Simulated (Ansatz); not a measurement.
The Si2–Cl1 bond of Cl2H2Si (SMILES Cl[SiH2]Cl) is stretched (multiplicity 1, the rest rigid).
Geometry at rest (charge 0, multiplicity 1):
```xyz
5

Cl    -1.67607     0.43374    -0.00367
Si    -0.01147    -0.76596     0.02371
Cl     1.68829     0.38282    -0.02160
H     -0.01655    -1.54121     1.27269
H     -0.03073    -1.61676    -1.17494
```

Cores are frozen in the correlated methods.

The values were computed with Ansatz (Gaussian basis) for Hartree–Fock, density functionals and correlated methods. 

FIC-MRCISD+Q on CASSCF(6,4)/cc-pV(T+d)Z, total energies (hartree):

```json
[
 {"R (Å)": "2.052", "CASSCF": "-1209.272876", "MRCISD": "-1209.734798", "weight c² of the reference": "0.86192"},
 {"R (Å)": "3.591", "CASSCF": "-1209.137099", "MRCISD": "-1209.587354", "weight c² of the reference": "0.86064"},
 {"R (Å)": "6.567", "CASSCF": "-1209.118596", "MRCISD": "-1209.564775", "weight c² of the reference": "0.86182"}
]
```

### Question
Add the Davidson correction (E_MRCISD − E_CASSCF)(1 − c²)/c² and give the energies above the first point at the three levels.

### Answer

Corrections (hartree): -0.074001, -0.072907, -0.071536. Above the first point (kcal/mol):
- R = 3.591 Å: CASSCF 85.2, MRCISD 92.5, with the correction 93.2
- R = 6.567 Å: CASSCF 96.8, MRCISD 106.7, with the correction 108.2

Doubts at one or more of the structures used: active orbitals that take no part (FIC-MRCISD+Q on CASSCF(6,4)/cc-pV(T+d)Z).

Ansatz is a quantum-chemistry and plane-wave program.
